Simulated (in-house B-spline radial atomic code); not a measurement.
A run on Pm (an excited or competing configuration) that did not converge. Method: scalar-relativistic (X2C) B97-1, spin-polarised, spherical fractional occupations, Fermi nucleus of rms radius 4.962 fm; computed with an all-electron radial atomic-structure program (B-spline basis).

Command:
```bash
python run_scf.py task.json out
```
Settings (nuclear radius in fm, mass in u):
```
Z                61
configuration    [Kr] 4d9 4f5 5s2 5p6 6s2 6f1
hamiltonian      x2c
method           b97_1
spin_polarised   True
nucleus          fermi
rms_radius       4.962
atomic_mass      144.91276
speed_of_light   137.035999084
```

First and last ten iterations of the last attempt (damped for 15 steps, keeping 80 % of the old Fock matrix, then DIIS):
```
 iter        energy (Eh)    residual
    1       -9991.141555    6.34e-01
    2       -9997.119026    7.70e-01
    3      -10005.935441    4.83e-01
    4      -10010.540705    3.11e-01
    5      -10012.837990    2.10e-01
    6      -10013.920590    1.41e-01
    7      -10014.411607    9.15e-02
    8      -10014.642752    5.97e-02
    9      -10014.753340    4.11e-02
   10      -10014.798569    2.87e-02
  111      -10014.840992    8.85e-05
  112      -10014.840981    8.00e-05
  113      -10014.840974    8.96e-05
  114      -10014.840983    8.34e-05
  115      -10014.840981    8.76e-05
  116      -10014.840981    9.11e-05
  117      -10014.840981    8.82e-05
  118      -10014.840969    1.04e-04
  119      -10014.840988    7.82e-05
  120      -10014.840760    8.18e-04
 not converged after 120 iterations
```

The smallest residual met was 4.4e-05; the threshold is about 6e-07. No energy from this run should be used. Cost of the run: 6.8 s on 1 thread of Arm Neoverse V2, on a shared host.
